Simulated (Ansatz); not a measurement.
CH$_{6}$SSn, SMILES `C[S][SnH3]`, relaxed with RKS PBE0-D4/def2-TZVP in Ansatz 0.2.0 from a PBE-D4/def2-SVP geometry. The force threshold is 0.005 eV/Å; the program also tests the step.

Total charge 0; spin multiplicity 1. Sn takes the def2 core potential.

Start:

```xyz
9

C     0.789   -1.311   -0.626
S    -0.023   -1.040    1.000
Sn   -0.789    1.253    0.675
H     1.201   -2.339   -0.601
H     1.627   -0.606   -0.796
H     0.071   -1.245   -1.467
H     0.579    2.265    0.349
H    -1.578    1.715    2.137
H    -1.877    1.310   -0.671
```

Problem. How much energy does the relaxation release, and in how many steps? (Estimate.)

Solution. The calculation gave: 1.03 kcal/mol, in 6 steps.

Problem. Which bonds change most? (An estimate is asked.)

Solution. Computed: S2–Sn3 from 2.439 to 2.394 Å; Sn3–H9 from 1.732 to 1.709 Å; Sn3–H7 from 1.732 to 1.709 Å; Sn3–H8 from 1.724 to 1.701 Å.

Problem. Give the relaxed structure. (Best estimate.)

Solution. Ansatz gave: 
```xyz
9

C     0.779   -1.293   -0.621
S    -0.017   -1.014    0.988
Sn   -0.777    1.234    0.670
H     1.177   -2.308   -0.599
H     1.606   -0.601   -0.785
H     0.064   -1.218   -1.441
H     0.572    2.233    0.346
H    -1.563    1.693    2.108
H    -1.841    1.276   -0.667
```
